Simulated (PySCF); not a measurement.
# Telling isomers of C5H14N2P2 apart by NMR

PySCF 2.14 calculation with shieldings: GIAO PBE0/pcSseg-1 and GFN2-xTB structure; one averaged value for each set of equivalent atoms, one computed conformer, no solvent model, non-relativistic.

References, each an isolated molecule treated in the same way: 1H (σref 31.72), 13C (σref 186.93) vs TMS. Splittings of carbon signals by F and P are missing where no couplings were computed. Where no couplings were computed, multiplicities follow the n + 1 count of equivalent neighbours, and m marks all less simple cases (inequivalent or close neighbours, rings, F or P nearby). Shifts are as computed. Against solution values, carbons near 30 ppm lie about +3 ppm off and those near 130 ppm about +5 ppm. Of 1211 compounds with measured shifts, 218 miss one by over three times the rms of a fit or turn the order of signals round; such compounds aren't used in these exercises. OH and NH positions are gas-phase values without hydrogen bonding to other molecules.

(1) Tabulate the signals of `CNP1(=N)CCPCC1`, `CN(C)C/P=P/N(C)C` and their relative energies.

(2) What is the quickest way to tell CNP1(=N)CCPCC1 from CN(C)C/P=P/N(C)C?

## Answers

(1) 
```tsv
SMILES	carbon types	δC	δH	E rel. (kcal/mol)
CNP1(=N)CCPCC1	4×CH2 1×CH3	37.9, 29.4, 20.2	2.94 (m, 1H), 2.65 (m, 3H), 2.35 (m, 2H), 1.98 (m, 2H), 1.79 (m, 2H), 1.73 (m, 2H), 0.81 (br s, 1H), 0.09 (br s, 1H)	0.0
CN(C)C/P=P/N(C)C	1×CH2 4×CH3	58.9, 48.0, 47.5	3.52 (m, 2H), 3.31 (m, 6H), 2.24 (s, 6H)	18.4
```

Energies are electronic energies at PBE0/pcSseg-1 on these geometries, without zero-point or thermal terms, each for the one conformer computed, which needn't be the lowest.

(2) Both give the same number of carbon signals, but DEPT or the intensities differ. The first has an sp3 CH2 bonded to P at 20.2 ppm, the second an sp3 CH2 bonded to N and P at 58.9 ppm. Their most deshielded carbons lie at 37.9 and 58.9 ppm. In the proton spectra the most deshielded non-exchanging signals are 2.94 (m, 1H) and 3.52 (m, 2H).
